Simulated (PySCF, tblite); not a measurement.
Isomers of C7H10F (doublet state), one GFN2-xTB conformer each. Single-point energies are computed at B3LYP/pcH-1 (PySCF, gas phase, no added dispersion term), electronic only. GFN2-xTB treats the open shell by occupation alone, and not every SCF solution was tested for stability.

Task: Rank them by B3LYP/pcH-1 energy, lowest first (kcal/mol).
A. `[CH3:1][C:2]1=[CH:3][C:4]([CH2:5][F:6])[CH2:7][CH2:8]1` (doublet state) with C3–C4–C5–F6 116°
B. `[CH2:1]=[CH:2][C:3](=[CH2:4])[C:5]([CH3:6])[CH2:7][F:8]` (doublet state) with C1–C2–C3–C4 -132°, C2–C3–C5–C6 -176°, C3–C5–C7–F8 136°
C. `C[C@]12C[CH][C@](F)(C1)C2` [radical]

Result: A (0.0), B (22.3), C (31.4).

As drawn, the highest has a four-membered ring and a quaternary carbon, which the lowest lacks. GFN2-xTB itself gives, in the same order: 0.0, 36.6, 20.0. Both levels put the same isomer lowest; measured from each level's own lowest isomer, the values differ by up to 14.3 kcal/mol (C=CC(=C)[C](C)CF: 36.6 against 22.3).

Task: What happens when harmonic zero-point energies from GFN2-xTB frequencies are added?

Result: 
```json
{"SMILES": "CC1=C[C](CF)CC1", "ZPE (kcal/mol)": "93.0", "electronic (kcal/mol)": "0.0", "with ZPE (kcal/mol)": "0.0"}
{"SMILES": "C=CC(=C)[C](C)CF", "ZPE (kcal/mol)": "90.9", "electronic (kcal/mol)": "22.3", "with ZPE (kcal/mol)": "20.3"}
{"SMILES": "C[C@]12C[CH][C@](F)(C1)C2", "ZPE (kcal/mol)": "93.5", "electronic (kcal/mol)": "31.4", "with ZPE (kcal/mol)": "31.9"}
```

The zero-point energies span 2.6 kcal/mol. The order is unchanged.
